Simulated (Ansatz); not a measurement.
Consider the ligand exchange at the Si–S bond: `O[Si](O)(O)S` + `CO[SiH](C)O` → `CO[SiH](C)O[Si](O)(O)O` + H₂S.

Program: Ansatz. Geometries: PBE0-D4/def2-TZVP. ΔE: electronic, gas phase. CCSD(T)/CBS adds triple-zeta CCSD(T) − MP2 to the extrapolated MP2 energy (def2 sets, frozen cores). This one scheme is used for every species. Functionals use def2-TZVPP. B3LYP here is the variant with VWN-RPA as its local correlation; programs differ in this. One conformer a species, not always the lowest.

`O[Si](O)(O)S`:

Cartesian coordinates in Å:
```
O 0.242 0.255 -1.565
Si -0.085 0.051 0.018
O -1.082 -1.235 0.110
O -0.862 1.291 0.745
S 1.778 -0.144 1.019
H -0.448 -0.015 -2.174
H -1.481 -1.424 0.960
H -0.383 2.116 0.840
H 2.321 -0.894 0.045
```

`CO[SiH](C)O`:

Z-matrix (Å, degrees):
```
C
O 1 1.406
H 1 1.098 2 111.7
H 1 1.092 2 108.6 3 119.3
H 1 1.096 2 111.3 3 -121.6
Si 2 1.640 1 123.5 3 48.9
O 6 1.648 2 112.4 1 63.2
C 6 1.845 2 106.7 1 -178.4
H 6 1.494 2 108.0 1 -55.4
H 7 0.957 6 117.8 2 -90.8
H 8 1.093 6 110.1 2 -63.8
H 8 1.092 6 110.8 2 176.6
H 8 1.092 6 110.8 2 55.9
```

`CO[SiH](C)O[Si](O)(O)O`:

```xyz
19

C    -0.892    2.265   -1.782
O    -0.920    0.862   -1.891
Si   -0.924   -0.135   -0.594
C    -1.027   -1.869   -1.216
O     0.466    0.107    0.249
Si    1.226   -0.297    1.616
O     0.843    0.631    2.900
O     2.835   -0.122    1.400
O     0.748   -1.821    1.950
H    -1.658    2.632   -1.089
H     0.086    2.615   -1.436
H    -1.086    2.692   -2.768
H    -2.056    0.232    0.300
H    -0.950   -2.569   -0.381
H    -0.213   -2.076   -1.915
H    -1.974   -2.044   -1.733
H     1.355    1.432    3.016
H     3.190   -0.381    0.548
H     0.950   -2.155    2.825
```

H₂S:

Z-matrix (Å, degrees):
```
S
H 1 1.341
H 1 1.341 2 92.3
```

**Question.** Is it downhill or uphill in electronic energy at CCSD(T)/CBS, and by how much? (An estimate is asked.)

**Answer.** Ansatz gave: Downhill: ΔE = -77.6 kJ/mol.

**Question.** What do these levels give: PBE-D4, ωB97M-V, r2SCAN, B3LYP, MP2/def2-TZVPP, MP2/def2-QZVPP? (An estimate is asked.)

**Answer.** The calculation gave: PBE-D4 -59.4, ωB97M-V -75.6, r2SCAN -70.0, B3LYP -74.4, MP2/def2-TZVPP -75.7, MP2/def2-QZVPP -74.5 kJ/mol.

Largest T1 diagnostic among the species: 0.011.

The D4 term adds −5.6 kJ/mol with B3LYP and −4.2 kJ/mol with PBE0; it sums over pairs of atoms, weighted by their polarisabilities, and B3LYP, whose exchange is more repulsive, gets the larger term. From PBE to PBE0 (25 % exact exchange), in def2-TZVPP and without D4, ΔE moves by −7.8 kJ/mol. In def2-TZVPP, CCSD(T) changes the Hartree–Fock value by +14.3 kJ/mol (the triples alone add +3.4 kJ/mol) and MP2 by +19.7 kJ/mol.
